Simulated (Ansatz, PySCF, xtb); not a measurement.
Gas-phase reaction in SMILES: CC(=O)O[Si](F)(F)F + 2 C (CH4) + O (H2O) + 3 [SiH4] (SiH4) → C=O (CH2O) [formaldehyde] + CC (C2H6) + CO (CH4O) + 3 F[SiH3] [fluorosilane] + O[SiH3]
Geometries: B3LYP-D3(BJ)/def2-TZVP minima from Ansatz (an electronic-structure program), one conformer each, not searched for the lowest. Frequencies are from Ansatz or PySCF.

Wanted: bond separation energy (enthalpy at 298 K, with B3LYP-D3(BJ) rigid-rotor harmonic-oscillator terms), in kcal/mol. Cores are frozen in the correlated levels unless marked. Spin-orbit coupling is left out. Non-relativistic. Basis-set limits of correlation are two-point, X^-3; Hartree-Fock from the larger set. [CCSD(T)-MP2]/basis is that difference in the basis named.

```json
[
 {"level": "GFN1-xTB", "program": "xtb", "bond separation energy (kcal/mol)": "-15.8"},
 {"level": "BLYP/def2-TZVPD", "program": "Ansatz", "bond separation energy (kcal/mol)": "56.7"},
 {"level": "revPBE-D3(BJ)/def2-TZVPD", "program": "Ansatz + dftd3", "bond separation energy (kcal/mol)": "61.0"},
 {"level": "B97M-V/def2-TZVPD", "program": "Ansatz", "bond separation energy (kcal/mol)": "68.7"}
]
```

**Question.** Estimate the value at RI-MP2/CBS(cc-pV(T+d)Z,cc-pV(Q+d)Z)+[CCSD(T)-MP2]/cc-pV(T+d)Z as computed with Ansatz.

**Answer.** 61.5 kcal/mol
